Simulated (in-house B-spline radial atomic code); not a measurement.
Results of a calculation; reference values are marked as such.
Softness against transferability: the 2p channel of Mg

Mg, [Ne] 3s2, non-relativistic LDA (VWN5), spherical and spin-unpolarised, from a B-spline radial code for spherical atoms (atomic units). The all-electron 2p level is ε = -1.718970 hartree and its outer maximum at 0.48 bohr.

Troullier-Martins pseudo-orbitals are made for several radii. The cutoffs (hartree) are the plane-wave energies beyond which the orbital holds less than the named kinetic energy per electron. The phase error is the difference, pseudo minus all-electron, of arctan(R P'/P) at R = 1.31 bohr for all radii, half a hartree below and above the level.

```json
{"r_c (bohr)": "0.54", "V_l(0) (hartree)": "-46.79", "cutoff for 10 mEh": "147", "for 1 mEh": "190", "for 0.1 mEh": "344", "phase error at ε − 0.5 (mrad)": "+0.2", "at ε + 0.5 (mrad)": "+0.1"}
{"r_c (bohr)": "0.63", "V_l(0) (hartree)": "-39.26", "cutoff for 10 mEh": "119", "for 1 mEh": "151", "for 0.1 mEh": "268", "phase error at ε − 0.5 (mrad)": "+0.5", "at ε + 0.5 (mrad)": "+0.2"}
{"r_c (bohr)": "0.72", "V_l(0) (hartree)": "-33.72", "cutoff for 10 mEh": "98.6", "for 1 mEh": "124", "for 0.1 mEh": "217", "phase error at ε − 0.5 (mrad)": "+1.1", "at ε + 0.5 (mrad)": "+0.5"}
{"r_c (bohr)": "0.82", "V_l(0) (hartree)": "-29.06", "cutoff for 10 mEh": "81.9", "for 1 mEh": "102", "for 0.1 mEh": "178", "phase error at ε − 0.5 (mrad)": "+2.5", "at ε + 0.5 (mrad)": "+1.0"}
{"r_c (bohr)": "0.91", "V_l(0) (hartree)": "-25.79", "cutoff for 10 mEh": "70.6", "for 1 mEh": "87.1", "for 0.1 mEh": "153", "phase error at ε − 0.5 (mrad)": "+4.6", "at ε + 0.5 (mrad)": "+1.9"}
{"r_c (bohr)": "1.01", "V_l(0) (hartree)": "-22.88", "cutoff for 10 mEh": "60.9", "for 1 mEh": "74.4", "for 0.1 mEh": "134", "phase error at ε − 0.5 (mrad)": "+8.6", "at ε + 0.5 (mrad)": "+3.3"}
```

Question: Which radius needs the lowest cutoff for 0.1 mEh while both phase errors stay within 2.6 mrad?

Answer: The radii within that limit are 0.54, 0.63, 0.72, 0.82 bohr; of these r_c = 0.82 needs the least, 178 hartree, that is 356 Ry or 4844 eV.

Question: What does the larger radius buy, and what does it cost?

Answer: From r_c = 0.54 to 1.01 bohr the cutoff for 1 mEh goes from 190 to 74.4 hartree, a factor of 2.55, against 3.50 for a pure 1/r_c² scaling, end to end; step by step it is 190, 151, 124, 102, 87.1, 74.4, and for 0.1 mEh 344, 268, 217, 178, 153, 134; the number of plane waves goes as the cutoff to the power 3/2, here a factor of 4.1. The larger of the two phase errors is least at r_c = 0.54 bohr, 0.2 mrad; it is 0.2 at the smallest radius and 8.6 at the largest. These errors test the reference atom alone. Large radii also let the cores of neighbours overlap, which an atom doesn't show.
